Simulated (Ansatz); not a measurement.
Problem. Name a neutral molecule of C, Cl, F, Hf, N, Se and H with HOMO energy (PBE/def2-TZVPP) between -6.30 and -6.00 eV and HOMO energy (ωB97M-V/def2-TZVPP) between -9.45 and -9.15 eV (Ansatz, PBE0-D4/def2-TZVP geometry).

Solution. `C[N](C)[Hf]([F])([Cl])[SeH]` (-6.02 eV, -9.30 eV). Other molecules can fit too; these were computed, each in one conformer that needn't be the lowest.
